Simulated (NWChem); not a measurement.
# HSF₂ cation; SMILES F[SH+]F

Results from NWChem. Geometry: optimised at PBE0/def2-SVP. Level: M06-2X/def2-SVP with SMD (1 M gas to 1 M solution), gas-phase geometry. Reactions with the solvent are ignored.

Question: Predict the results for solvent 1-propanol. Quantities: solvation free energy (kcal/mol); cavity-dispersion-structure term (kcal/mol).

Answer: 
```
Property                                     Value
-------------------------------------------  -----
solvation free energy (kcal/mol)             -66.0
cavity-dispersion-structure term (kcal/mol)   -0.1
```
